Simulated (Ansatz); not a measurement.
Input for Ansatz (a program for electronic structure): R-CCSD(T)/aug-cc-pVTZ on AsH3 (SMILES [AsH3]) with ghost functions, monomers drawn apart or pushed together. The run froze 14 orbitals, filled d shells among them.

Ansatz 0.2 input:
```yaml
crystal:
  periodic: [false, false, false]
  atoms:
    - {symbol: As, position_ang: [0.42838473, -1.08782223, 4.93155475]}
    - {symbol: H, position_ang: [-0.00134446, -0.39793025, 6.21762144]}
    - {symbol: H, position_ang: [1.84267002, -1.33129128, 5.43488071]}
    - {symbol: H, position_ang: [-0.06199677, -2.44968313, 5.40106160]}
basis:
  gaussian:
    orbitals: aug-cc-pVTZ
    ghost_atoms:
      - {symbol: O, position_ang: [-0.04880423, 0.63243907, -0.59994090]}
      - {symbol: H, position_ang: [-0.91007277, 0.30571641, -0.87872982]}
      - {symbol: H, position_ang: [-0.00101452, 0.43945104, 0.34582986]}
magnetization: {spin_polarized: false}
correlation: {method: ccsd_t, electrons: outside_noble_gas}
scf: {lower_state_search: off}
```

It printed:

```
WARN ansatz: RAYON_NUM_THREADS=1 ignored (pool sized by the plan → 1); use --threads N
Functional definition: HF
these checks for a lower state are left out or cut short: stability, starts, cluster_reference, orbital_swaps, neighbouring_geometries, increment
integrals: 1.03 GiB planned
1273 factors; integrals over basis functions are off by at most 1.0e-3 eV
mean field: 0.59 GiB planned
mean field evaluation 1: about -60843.4281 eV, gradient 8.7e0 eV
mean field evaluation 2: about -60843.4418 eV, gradient 8.7e0 eV
mean field evaluation 4: about -60843.9450 eV, gradient 8.6e-1 eV
mean field evaluation 8: about -60843.9494 eV, gradient 5.9e-2 eV
mean field -60843.94939787 eV, -2235.9738988614 hartree, gradient 6.1e-7 eV, S^2 0.000000; 0 other end points of the search recorded, 0 dependent functions left out
14 core orbitals not correlated
reference -60843.94939787 eV, -2235.9738988614 hartree; 4, 4 occupied and 202, 202 virtual orbitals, 1273 factors
second order -4.35520984 eV of doubles, -0.00000000 eV of singles
coupled cluster: 1.06 GiB planned
cycle   1  -4.87636401 eV  change   -5.2e-1 eV  update   5.7e-2
cycle   2  -5.07306900 eV  change   -2.0e-1 eV  update   2.0e-2
cycle   3  -5.08474737 eV  change   -1.2e-2 eV  update   5.7e-3
cycle   4  -5.08322852 eV  change    1.5e-3 eV  update   2.0e-3
cycle   5  -5.08271210 eV  change    5.2e-4 eV  update   5.3e-4
cycle   6  -5.08268954 eV  change    2.3e-5 eV  update   1.6e-4
cycle   7  -5.08271674 eV  change   -2.7e-5 eV  update   5.4e-5
cycle   8  -5.08272032 eV  change   -3.6e-6 eV  update   1.7e-5
cycle   9  -5.08271829 eV  change    2.0e-6 eV  update   5.8e-6
perturbative correction -0.16800320 eV, -0.0061740038 hartree
Total energy: -60849.20011936 eV, -2236.1668593174 hartree
Checks for a lower state left out: stability, starts, cluster_reference, orbital_swaps, neighbouring_geometries, increment
```

The run converged.

Cost: very roughly 3 core-minutes.
